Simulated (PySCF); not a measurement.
Static response to an electric field

ZnCl2(NH3)2 (singlet state).
Structure used (PBE0-D3(BJ)/def2-SVP), in Å, numbered top down from 1:
```xyz
11
Cl2H6N2Zn angstrom
Zn     0.6834    0.0072    0.4257
Cl     0.0284   -0.0421    2.5329
Cl     2.4987    0.1607   -0.8046
N     -0.3394    1.7515   -0.2206
H      0.1313    2.4952    0.2965
H     -1.3278    1.8074    0.0217
H     -0.2177    1.9555   -1.2122
N     -0.2422   -1.8003   -0.2062
H     -0.4235   -1.9364   -1.2001
H     -1.1029   -1.9516    0.3203
H      0.4098   -2.5326    0.0774
```

Level: B3LYP/def2-SVPD (PySCF), static field, nuclei fixed, core orbitals frozen in the response. The polarisability tensor in these axes (au):

```
x   76.42  0.53 -7.49
y    0.53 75.75 -0.64
z   -7.49 -0.64 80.61
```

Q: Diagonalise the tensor; give its mean and Δα, where Δα² is half the sum of the squared differences of the eigenvalues.

A: Principal values 70.74, 75.68 and 86.36 au; mean 77.59 au = 11.50 Å³ = 12.79 × 10⁻⁴⁰ C²·m²/J; Δα = 13.83 au (18 % of the mean).

Q: What is the dipole moment, and where does it point?

A: (-5.77, -0.35, -4.02) D, 7.04 D in size, pointing from the negative to the positive side. Measured along this direction, the outermost atoms are Cl3 at the negative end and H9 at the positive end.

Q: Rayleigh depolarisation ratio (linearly polarised light, static tensor)?

A: ρ = 3Δα²/(45ᾱ² + 4Δα²) = 574.0/(270936 + 765.3) = 0.00211.

Q: Traceless (Buckingham) quadrupole moment about the centre of nuclear charge: eigenvalues?

A: -27.97, 5.83, 22.14 D·Å. The values depend on the origin, since the dipole doesn't vanish. The electronic extent ⟨r²⟩ about the same centre is 1086 bohr², a root-mean-square distance of 1.90 Å for the 84 electrons.

Q: Sum over states: ᾱ = Σ f/ω², ω in Eh. What share falls to these 15 lowest TDDFT singlets (eV, f)? 5.53, 0.0087; 5.60, 0.0210; 5.61, 0.0492; 5.71, 0.0887; 6.41, 0.0030; 6.42, 0.0251; 6.51, 0.0034; 6.57, 0.0033; 6.62, 0.0200; 6.64, 0.0402; 7.04, 0.0142; 7.06, 0.0008; 7.15, 0.0943; 7.16, 0.0556; 7.31, 0.0024.

A: They add up to 7.93 au, 10.2 % of the 77.59 au; the largest single term is 2.01 au, from the state at 5.71 eV. Terms in order: 0.21, 0.50, 1.16, 2.01, 0.05, 0.45, 0.06, 0.06, 0.34, 0.67, 0.21, 0.01, 1.36, 0.80, 0.03 au. Higher excitations give the rest. The strengths listed sum to 0.430.

Q: Find the Langevin capture rate constant for H3+ (3.023 u) meeting this molecule (167.920 u), k = 2.342 × 10⁻⁹ cm³/s × √(α in Å³ / reduced mass in u).

A: The reduced mass is 2.97 u, so k = 4.61 × 10⁻⁹ cm³/s. The formula leaves out the permanent dipole, which adds to the capture rate.

Q: Estimate the molar refractivity from the static electronic polarisability.

A: Lorentz–Lorenz: R = (4π/3)N_A α = 2.5225 cm³/(mol·Å³) × 11.50 Å³ = 29.0 cm³/mol, in the limit of long wavelengths.

Isolated species at its PBE0-D3(BJ)/def2-SVP geometry, gas phase.
